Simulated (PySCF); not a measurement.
**EPR parameters of C6H13O**

C₆H₁₃O (doublet state).
Structure used (GFN2-xTB), in Å, numbered top down from 1:
```xyz
20
C6H13O angstrom
C     -1.4569    1.5557   -0.3311
C     -1.1670    0.1312   -0.0284
C     -1.7960   -0.9207   -0.8674
C     -0.1933   -0.2522    1.0239
C      1.1391   -0.7847    0.4522
C      1.8633    0.2749   -0.3752
O      3.0533   -0.2075   -0.9559
H     -1.4919    1.7282   -1.4090
H     -0.7090    2.2137    0.1061
H     -2.4353    1.8552    0.0653
H     -1.8271   -1.8740   -0.3424
H     -1.2431   -1.0772   -1.8023
H     -2.8118   -0.6381   -1.1457
H     -0.6129   -1.0487    1.6502
H      0.0207    0.6048    1.6662
H      0.9440   -1.6533   -0.1786
H      1.7829   -1.1017    1.2784
H      1.2371    0.5872   -1.2132
H      2.0727    1.1570    0.2495
H      3.6261   -0.5394   -0.2554
```

The hyperfine couplings belong to this conformer and change with its torsions.

The species is `C[C](C)CCCO` [radical].

Theory: PySCF, UKS B3LYP, pcH-1 on C H O, non-relativistic, mean-field spin-orbit, GIAO. Geometry: GFN2-xTB, one conformer, isolated molecule. A GFN2-xTB geometry isn't a minimum of the functional, and hyperfine couplings can be far from their values at a DFT geometry. The SCF solution wasn't tested for stability.

- g1, g2, g3: 2.00216, 2.00288, 2.00290
- g_iso: 2.00265
- Form of g: close to axial: the two nearest values differ by 2 % of g3 − g1
- ⟨S²⟩: 0.7541 (exact 0.7500)
- α and β electrons: 29, 28

Hyperfine couplings atom by atom, in G; T1 to T3 are the principal values of the dipolar part (MHz turned into gauss with g_iso; 10 G = 1 mT):

```
atom  isotope  a_iso     T1     T2    T3  Mulliken spin population
  C1      13C  -12.4   -0.7    0.0   0.8                     -0.08
  C2      13C   33.8  -29.0  -29.0  58.0                      0.97
  C3      13C  -12.0   -0.6   -0.2   0.8                     -0.08
  C4      13C  -12.1   -0.6   -0.1   0.8                     -0.08
  C5      13C   24.0   -2.0   -1.8   3.8                      0.05
  C6      13C   -0.2   -0.4    0.0   0.4                      0.00
  O7      17O    0.1   -0.3    0.1   0.2                      0.00
  H8       1H   23.9   -1.6   -1.4   3.0                      0.03
  H9       1H    5.2   -1.7   -1.4   3.0                      0.01
 H10       1H   46.4   -1.8   -1.4   3.2                      0.05
 H11       1H    7.6   -1.7   -1.4   3.1                      0.01
 H12       1H   45.5   -1.7   -1.3   3.1                      0.06
 H13       1H   18.1   -1.6   -1.5   3.1                      0.02
 H14       1H   25.4   -1.7   -1.6   3.3                      0.03
 H15       1H    3.3   -1.8   -1.4   3.2                      0.00
 H16       1H   -1.4   -1.6   -0.7   2.3                      0.00
 H17       1H    1.2   -1.3   -0.7   1.9                      0.01
 H18       1H    0.2   -1.6   -1.1   2.8                      0.00
 H19       1H    0.1   -0.7   -0.5   1.2                      0.00
 H20       1H    0.3   -0.4   -0.2   0.6                      0.00
```

Largest spin populations (Mulliken): C2 (+0.97), C1 (-0.08), C3 (-0.08) and C4 (-0.08). No atom but C2 exceeds +0.15. The positive populations add up to 1.25 and the negative ones to -0.25, together 2S = 1. The angles at C2 add up to 359.9°, so it is planar.

Under fast tumbling the dipolar parts average out, and these isotropic splittings remain: 6 × 1H (H8 (×6), I = 1/2, 7 lines) with 2.45 mT and 2 × 1H (H14/H15, I = 1/2, 3 lines) with 1.44 mT.

Class means assume fast exchange of nuclei equivalent by connectivity; if that motion is slow, each nucleus keeps its own coupling. The six 1H nuclei of mean +68.6 MHz run from 14.6 to 130.2 MHz in the frozen geometry. The 1H value of +40.2 MHz is a mean of couplings from 9.4 to 71.1 MHz in this one geometry, not an average over conformers.

The 13C coupling of C2 (94.8 MHz) shows only in satellite lines or after enrichment, since that isotope makes up about 1.07 % of natural carbon.
